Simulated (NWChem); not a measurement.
# SiHSCl, singlet; SMILES [Si](Cl)S

```xyz
4

Si     0.9697     0.0396     0.0000
Cl    -0.4316     1.6010     0.0000
S     -0.4349    -1.5853     0.0000
H      0.5373    -2.5274     0.0000
```
Atoms are numbered in this order, from 1.

Computed with NWChem. Low-valent species are run as closed-shell singlets; no triplet was tried in these runs. Coordinates come from a PBE0/def2-SVP optimisation. Level: PBE0/def2-SVP with SMD (1 M gas to 1 M solution), gas-phase geometry. Reactions with the solvent are ignored.

Problem. What does the run give for solvent n-hexane? Quantities: solvation free energy (kcal/mol); cavity-dispersion-structure term (kcal/mol); dipole in solution (D).

Solution. 
* **solvation free energy (kcal/mol)**: -3.8
* **cavity-dispersion-structure term (kcal/mol)**: -2.7
* **dipole in solution (D)**: 2.16
